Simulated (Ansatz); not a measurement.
Stepwise reaction of `[NH2][Mg][NH2]` with methanol, as a gas-phase model of exchange steps in deposition or etching. ΔE in kJ/mol.

Program: Ansatz. Geometries: PBE0-D4/def2-TZVP. ΔE: electronic, gas phase. CCSD(T)/CBS is the MP2 limit (def2-TZVPP, def2-QZVPP) plus CCSD(T) − MP2 in def2-TZVPP, frozen cores. This one scheme is used for every species. DFT in def2-TZVPP. B3LYP here is the variant with VWN-RPA as its local correlation; programs differ in this. For Mg outer-core shells are correlated without core-valence functions, which leaves a few kJ/mol of doubt a bond. Each species was taken in one conformer, which may not be the lowest.

```csv
step,reaction,PBE-D4,B3LYP-D4,ωB97M-V,CCSD(T)/CBS
2,`C[O][Mg][NH2]` + CH₃OH → `C[O][Mg][O]C` + NH₃,-57.1,-62.3,-59.1,-62.6
```

Question: Give the row of step 1, `[NH2][Mg][NH2]` + CH₃OH → `C[O][Mg][NH2]` + NH₃. (Estimate.)

Answer: Ansatz gave: 
```
step                                          reaction  PBE-D4  B3LYP-D4  ωB97M-V  CCSD(T)/CBS
   1  `[NH2][Mg][NH2]` + CH₃OH → `C[O][Mg][NH2]` + NH₃   -58.0     -62.9    -59.8        -62.7
```

Question: By hand: ΔE of the 2 steps together at CCSD(T)/CBS.

Answer: (-62.7) + (-62.6) = -125.3 kJ/mol, or -62.7 kJ/mol a step.

In ΔE the steps differ by no more than 0.1 kJ/mol. All are downhill at CCSD(T)/CBS. PBE-D4 differs from CCSD(T)/CBS by 4.7 to 5.5 kJ/mol a step. Isolated molecules leave out the surface, adducts and barriers. Largest T1 diagnostic: 0.011.
